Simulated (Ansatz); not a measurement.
`[SiH3][CH2][AlH][SiH3]`, charge 0, multiplicity 1.

(1) Give a relaxed structure at PBE0-D4/def2-TZVP (the Gaussian-basis code of Ansatz). (Estimate.)

## Answers

(1) Computed: 
Cartesian coordinates in Å:
```
Si 0.685 1.973 -1.506
C 0.843 0.526 -0.343
Al -0.852 -0.321 0.149
Si -0.818 -2.222 1.709
H 1.997 2.590 -1.851
H 0.037 1.539 -2.775
H -0.168 3.030 -0.894
H 1.490 -0.241 -0.788
H 1.349 0.839 0.579
H -2.215 0.226 -0.463
H -2.164 -2.789 2.003
H -0.208 -1.821 3.011
H 0.026 -3.329 1.168
```
Point group Cs.
This is one stationary point; other conformers may exist.
